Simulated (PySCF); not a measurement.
Adding and removing an electron: InBi

UHF-CCSD(T); In cc-pVDZ-PP with ECP28, Bi cc-pVDZ-PP with ECP60; scalar-relativistic core potentials (PySCF 2.14). Neutral (UHF): triplet (π ↑↑), Re = 3.067 Å, ωe = 120 cm⁻¹, De = 1.15 eV.

InBi⁺ (UHF): quartet (σ ↑, π ↑↑), Re = 3.351 Å, ωe = 62.4 cm⁻¹. The energies at the minima are -402.97483 hartree for InBi and -402.74763 for InBi⁺.

Task: Work out the adiabatic ionisation energy, without and with harmonic zero-point energies (1 hartree = 27.2114 eV, 1 eV = 8065.5 cm⁻¹), and the change of the bond length.

Result: At UHF-CCSD(T): 0.22720 hartree = 6.182 eV between the minima; the zero-point term (62.4 − 120.0)/2 cm⁻¹ = -0.004 eV makes it 6.179 eV. Re changes by +28.4 pm against the neutral. The electron leaves a σ orbital, and the longer bond of the ion fits a bonding orbital, or a change in how ionic the bond is.

Correlated steps freeze 8 core orbitals. Correlated levels converge slowly with the basis: in double zeta they bind strong bonds too weakly, by up to about 1 eV, and carry superposition errors of some tenths. These are scalar-relativistic numbers at best; spin–orbit coupling would shift them, the dissociation energy most. States were picked by a PBE0 search and need not be the measured ground states.
